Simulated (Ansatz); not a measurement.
Born–Oppenheimer molecular dynamics of CH3Cl3Si (8 atoms, charge 0, multiplicity 1). It starts at the highest image of a converged band. Of that band: Neighbouring images differ by up to 1.5 eV, so the band resolves the path poorly. A vibrational analysis at the climbing image gives one clearly imaginary mode, 336i cm⁻¹: a first-order saddle point.

These are results of Ansatz 0.2.0, RKS r2SCAN/def2-SVP, not measurements.

```
ensemble                      : NVE (velocity Verlet)
time step                     : 0.5 fs
steps asked                   : 199
starting velocities drawn for : 300 K
seed                          : 3399
```

First frame:

```xyz
8
Properties=species:S:1:pos:R:3
Si -0.551 0.540 0.465
Cl 2.165 -0.531 0.800
C -0.390 -0.400 -0.965
H 1.139 -0.647 -0.187
Cl -0.030 2.494 0.602
Cl -1.283 -0.177 2.214
H -0.873 -1.381 -1.016
H -0.177 0.102 -1.915
```

Task: How far do the bonds stretch over the last three quarters of this one trajectory? (Pairs bonded in most of those frames.)

Result: 
| bond | mean (Å) | spread (Å) | shortest | longest |
| --- | --- | --- | --- | --- |
| Si1–C3 | 1.705 | 0.009 | 1.69 | 1.72 |
| Si1–Cl5 | 2.023 | 0.041 | 1.97 | 2.09 |
| Si1–Cl6 | 2.045 | 0.037 | 1.99 | 2.11 |
| Cl2–H4 | 1.346 | 0.060 | 1.24 | 1.47 |
| C3–H7 | 1.095 | 0.012 | 1.08 | 1.11 |
| C3–H8 | 1.096 | 0.012 | 1.07 | 1.12 |

Mean temperature of the second half: 230 K. The conserved energy stayed within 0.095 meV per atom of its start (net change 0.021 meV per atom), so the integration is sound. A run of 0.1 ps of so small a system gives no equilibrium averages. The orbitals stay closed-shell, which can raise the energy where a bond breaks towards radicals; this wasn't checked here.

Run time: 11 min on 2 threads of Arm Neoverse V2 (shared host), peak memory 0.16 GiB.
